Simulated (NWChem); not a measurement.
System: CH$_{4}$Si, singlet; SMILES C[SiH]

```xyz
6

Si     0.0922    -0.7560    -0.0001
H     -1.4378    -0.9187     0.0000
C      0.0323     1.1459    -0.0003
H      1.0239     1.6212    -0.0048
H     -0.5294     1.5014     0.8838
H     -0.5405     1.5052    -0.8754
```
Atoms are numbered in this order, from 1.

Computed with NWChem. Low-valent species are run as closed-shell singlets; no triplet was tried in these runs. Structure relaxed at the PBE0/def2-SVP level. Ions are spin-unrestricted doublets at the neutral geometry; other ion states weren't tried.

Predict the results for PBE0/def2-SVP. Quantities: vertical ionisation energy, ΔSCF (eV); −ε(HOMO) (eV).


```
Item                                   Value
-------------------------------------  -----
vertical ionisation energy, ΔSCF (eV)   8.61
−ε(HOMO) (eV)                           6.27
```
